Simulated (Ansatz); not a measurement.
Two isomers of C2H5FGe: A = `F/C=[CH]/[GeH3]`, B = `C[CH2][Ge][F]`.

Program: Ansatz. Geometries: PBE0-D4/def2-TZVP. ΔE: electronic, gas phase. CBS: MP2 limit from def2 TZ/QZ plus the TZ coupled-cluster correction, frozen cores. DFT in def2-TZVPP. B3LYP here is the variant with VWN-RPA as its local correlation; programs differ in this. For Ge outer-core shells are correlated without core-valence functions, which leaves a few kJ/mol of doubt a bond. Scalar relativity is left out up to krypton. Each species was taken in one conformer, which may not be the lowest.

A:

Z-matrix (Å, degrees):
```
Ge
C 1 1.931
H 1 1.537 2 110.3
H 1 1.537 2 108.4 3 120.1
H 1 1.537 2 110.3 3 -119.9
C 2 1.320 1 121.1 3 -120.4
H 2 1.086 1 120.6 3 59.6
F 6 1.338 2 122.6 1 -180.0
H 6 1.086 2 126.1 1 0.0
```

B:

Z-matrix (Å, degrees):
```
C
C 1 1.521
H 1 1.091 2 111.2
H 1 1.094 2 111.7 3 120.8
H 1 1.093 2 111.4 3 -119.2
Ge 2 1.991 1 117.6 3 53.1
H 2 1.103 1 110.7 3 -64.8
H 2 1.097 1 112.1 3 178.6
F 6 1.768 2 96.7 1 -25.7
```

(1) Which is lower in electronic energy at CCSD(T)/CBS, and by how much? (Estimate.)

(2) Give E(B) − E(A) in kJ/mol with r2SCAN-D4, PBE0-D4, CCSD(T)/def2-TZVPP, B3LYP-D4, B2PLYP, HF/def2-TZVPP, CCSD/def2-TZVPP. (An estimate is asked.)

Largest T1 diagnostic: 0.013.

## Answers

(1) Ansatz gave: B, by 166.5 kJ/mol.

(2) The calculation gave: r2SCAN-D4 -155.6, PBE0-D4 -162.5, CCSD(T)/def2-TZVPP -150.5, B3LYP-D4 -171.5, B2PLYP -165.2, HF/def2-TZVPP -149.6, CCSD/def2-TZVPP -153.1. None reverses the order clearly.

From PBE to PBE0 (25 % exact exchange), in def2-TZVPP and without D4, E(B) − E(A) moves by +3.4 kJ/mol.
